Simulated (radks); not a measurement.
Question: These are the eigenvalues of the occupied orbitals of an atom or ion with whole-number occupations (eV). Method: scalar-relativistic Kohn-Sham, r2SCAN, spin-polarised, spherical densities, finite nucleus; meta-GGA in the generalised Kohn-Sham scheme; Fermi nuclear charge, rms radius of each element as measured or else 0.836 A^(1/3) + 0.57 fm; computed with a radial shooting solver on a logarithmic mesh with Libxc functionals.

orbital  eigenvalue
1s up     -6459.814
1s down   -6459.811
2s up     -760.7136
2s down   -757.9796
2p up     -643.8879
2p down   -641.7927
3s up      -99.1048
3s down    -92.3130
3p up      -66.5543
3p down    -59.7617
3d up      -16.7789
4s up      -12.8948

Which element is it, and in what charge state? The configuration may be excited. Open shells, if any, are filled with parallel spins first.

Answer: Z = 25, manganese, charge +1: Mn+ in [Ar] 3d5 4s1. The list shows which subshells hold electrons but not how many an open one holds; the 1s level, -237.39 hartree, gives Z - s = 21.8 by -(Z - s)^2/2, which with screening and relativity narrows Z to a few neighbours, and the depths of the outer levels then fix element, charge and occupations together.
